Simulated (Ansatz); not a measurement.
Mulliken charges of CH4BNOS, SMILES `SC1NBO1` from B3LYP/def2-TZVPP in Ansatz (PBE0-D4/def2-TZVP geometry).

```
atom   x (Å)   y (Å)   z (Å)  charge (e)
  S1  -0.376   0.709   1.845      -0.139
  C2  -0.405   0.290   0.094       0.235
  N3   0.042  -1.053  -0.158      -0.321
  B4   1.050  -0.474  -0.957       0.182
  O5   0.663   0.841  -0.691      -0.352
  H6  -1.050   1.864   1.724       0.094
  H7  -1.370   0.564  -0.339       0.113
  H8  -0.392  -1.913   0.114       0.162
  H9   1.928  -0.873  -1.649       0.026
```

Question: By hand: the dipole of these point charges (1 e Å = 4.8032 D).

Answer: Σ q r = (-0.366, -0.168, -0.015) e Å, of length 0.403 e Å = 1.94 D.

Question: How does the dipole of the full density compare? (Best estimate.)

Answer: The calculation gave: (-0.381, -0.258, -0.021) e Å, 2.21 D; the point charges give 0.88 times that, at 9° from its direction.

Point charges leave out the atoms' own dipoles, such as those of lone pairs, and Mulliken's split depends on the basis, so the close match here is no proof of good charges.

B3LYP here is the variant with VWN-RPA as its local correlation; programs differ in this.
